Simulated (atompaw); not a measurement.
# Pseudopotential generation for thallium (Tl): PAW (atompaw), PBE, scalar-relativistic.

```json
{"Element": "thallium (Tl)", "Generator": "atompaw 4.2.0.5", "Type": "PAW", "Functional": "PBE", "Relativity": "scalar-relativistic", "Frozen core": "[Xe] 4f14", "Valence charge": "13", "Reference configuration": "5d10 6s1 6p2", "Partial waves": "6s (bound): rc 2.96 bohr; 6s channel at -0.35 Ry: rc 2.96 bohr; 6p (bound): rc 2.96 bohr; 6p channel at 0.15 Ry: rc 2.96 bohr; 5d (bound): rc 1.28 bohr; 5d channel at 0.6 Ry: rc 2.96 bohr", "Local potential": "troulliermartins scheme with l = 3 at 1 Ry, radius 2.32 bohr", "Core correction": "smooth core density matched at 1.64 bohr", "Augmentation charge": "besselshape compensation charge, radius 2.96 bohr; PAW radius 2.96 bohr; waves and projectors: custom rrkj vanderbiltortho"}
```

Poles of the logarithmic derivatives, all-electron (AE) and pseudo (PS). s: poles at -0.0 (AE) and -2.3, -0.0 (PS) Ry. p: poles at 1.3 (AE) and 1.3, 1.9 (PS) Ry. d: poles at -1.2, 3.6 (AE) and -1.2, 2.0 (PS) Ry. Test radius 2.97 bohr.

* Cutoffs needed: 70 Ry and 120 Ry (the cutoffs (Ry, on a coarse ladder) from which the occupation-weighted sum of valence levels, in a spherical-Bessel basis at the reference potential, stays within 10 and 1 mRy of its value at 400 Ry)
* Ghost test: ghost state, extra bound levels that the all-electron valence spectrum of the same l lacks: s at -30.6 eV; a true bound ghost makes a file unfit for plane-wave use (spherical-Bessel basis up to 400 Ry, 20 bohr box)
* Lowest eigenvalue of the overlap operator: 0.18 (s channel)
* Overlap eigenvalues printed by atompaw (projector basis): 0.0122, 0.311, 0.451, 73, 313, 843
* Share of each valence orbital outside the PAW sphere: 6s 24 %, 6p 62 %, 5d 2 %
